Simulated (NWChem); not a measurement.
Species: CH₅O₂Sb; SMILES [Sb]([CH3])([OH])[OH]

```xyz
9

Sb    -0.0108     0.1253     0.3610
C      0.4565    -1.7718    -0.6049
H      0.1175    -2.6269     0.0117
H      1.5484    -1.8453    -0.7729
H     -0.0883    -1.7781    -1.5697
O     -1.7466     0.1677    -0.6852
H     -2.2748     0.9294    -0.3753
O      1.1381     1.2578    -0.8536
H      1.1022     0.8808    -1.7561
```
Atoms are numbered in this order, from 1.

Level: PBE-D3(BJ)/def2-SVP with def2 effective core potentials on Sb (NWChem), optimised geometry, unscaled harmonic frequencies. def2 effective core potentials on Sb; no spin-orbit coupling.

Task: List the harmonic frequencies with IR intensities, and the thermochemistry.

Result: 
```csv
frequency (cm⁻¹),IR intensity (km/mol)
89,0.5
152,2.1
179,5.9
199,6.5
301,104.6
330,102.3
499,25.9
570,82.1
579,47.7
713,15.8
724,5.0
870,28.8
882,91.0
1152,3.2
1373,5.4
1381,6.5
2980,3.2
3100,2.6
3107,1.6
3677,31.7
3699,50.4
```

```yaml
zero_point_energy: 37.9 kcal/mol
thermal correction to the enthalpy at 298.15 K (with zero-point energy): 43.0 kcal/mol
heat capacity Cv: 23.4 cal/(mol K)
entropy at 298.15 K and 1 atm (symmetry number 1): 83.6 cal/(mol K)
```

Rigid rotor and harmonic oscillator; modes under 100 cm⁻¹ make the entropy uncertain.
